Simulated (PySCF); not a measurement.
**Polarisability and C₆ of Ga⁺ (gallium, charge +1)**

[Ar] 3d10 4s2, closed-shell 1S. Computed with PySCF 2.14 in aug-cc-pwCVDZ-PP with ECP10MDF (6s5p4d1f, 48 functions), with scalar relativity through the core potential. Coupled (time-dependent) response in atomic units; α is the mean over directions. A double-zeta set is small for polarisabilities.

```json
{"method": "UHF", "mean α (bohr³)": "21.16", "C₆ (like pair)": "110.4", "S(−4)": "223.3"}
{"method": "PBE", "mean α (bohr³)": "17.48", "C₆ (like pair)": "84.90", "S(−4)": "149.1"}
{"method": "PBE0", "mean α (bohr³)": "18.34", "C₆ (like pair)": "90.65", "S(−4)": "165.2"}
{"method": "r2SCAN0", "mean α (bohr³)": "18.34", "C₆ (like pair)": "93.29", "S(−4)": "155.3"}
{"method": "PW91", "mean α (bohr³)": "17.37", "C₆ (like pair)": "84.10", "S(−4)": "147.2"}
```

S(−4) is the Cauchy moment in α(ω) = α(0) + S(−4) ω² + …

α(iu) at PBE:

| u (hartree) | α(iu) (bohr³) |
| --- | --- |
| 0 | 17.48 |
| 0.0500 | 17.12 |
| 0.100 | 16.12 |
| 0.200 | 13.12 |
| 0.300 | 10.13 |
| 0.500 | 6.096 |
| 0.750 | 3.665 |
| 1.00 | 2.500 |
| 1.50 | 1.478 |
| 2.00 | 1.044 |
| 3.00 | 0.6596 |
| 5.00 | 0.3586 |

A single London oscillator, α(iu) = α/(1 + u²/ω²), gives C₆ = (3/4) ω α². Matching the computed C₆ needs ω = 4 × 84.90 / (3 × 17.48²) = 0.370 hartree.

For an ion, C₆ is the dispersion term alone; charge-induced terms of lower order in 1/R come first.

Energies and moments cover only the electrons outside the core potential.
